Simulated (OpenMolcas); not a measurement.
**What dynamic correlation does to the levels of Ne+**

```yaml
Program: OpenMolcas 26.06
Basis: ANO-RCC-VTZP [4s3p2d1f]
Scalar_Hamiltonian: DKH2, point nucleus
Active_space: 7 electrons in 4 orbitals (2s 2p)
State_averaging: 2S+1 = 2 odd, 3 roots; 2S+1 = 2 even, 1 root
Spin-orbit_coupling: RASSI with atomic mean-field integrals over the reference wave functions, term energies averaged over their components
```

Methods on the same reference wave functions:
A. CASSCF
B. SS-CASPT2, IPEA 0.25 Eh, imaginary shift 0.1 Eh (closed shells correlated: 1s)
C. XMS-CASPT2, IPEA 0.25 Eh, imaginary shift 0.1 Eh (closed shells correlated: 1s)

Energies in cm⁻¹ above 2s² 2p⁵ ²P°_3/2, the measured ground level; measured values from NIST Handbook of Basic Atomic Spectroscopic Data.

```
          Level       A       B       C  Measured
2s² 2p⁵ ²P°_3/2     0.0     0.0     0.0       0.0
2s² 2p⁵ ²P°_1/2     773     773     773       780
  2s 2p⁶ ²S_1/2  239218  221438  222312    217048
```

Deviations, from unrounded energies. A percentage is the sum of absolute deviations over the sum of measured energies, with the sign that they share, or ± where signs differ.

```csv
Against measurement,Levels,A,B,C
mean absolute deviation (cm-1),2,11000,2200,2600
fine structure of the ground term (%),1,-1.0,-1.0,-1.0
other configurations (%),1,+10.2,+2.0,+2.4
```

B lies closest to measurement on these levels and A furthest from it. The largest miss of B in the table is 2s 2p⁶ ²S_1/2, by +4400 cm-1. The ranking rests on the paired levels alone, and a cruder setting can come out closer through cancelling errors.

Between B and C the level of the table that moves most is 2s 2p⁶ ²S_1/2, by 870 cm-1 (lowest in B, highest in C).

The lowest spin-free term lies below A's lowest term by 0.220 hartree in B, 0.224 hartree in C.

Without dynamic correlation excited terms often stand tens of per cent too high (terms of higher spin than the ground term too low), and those without a measured partner can miss by more than the paired ones (holds for A). Computed and measured levels are paired by configuration, term and J; levels that our copy of the source lacks, or whose pairing is in doubt (as where it misses far off the trend of its configuration), stay unpaired and out of the deviations. Levels of configurations outside the active space are missing.

° marks odd parity.
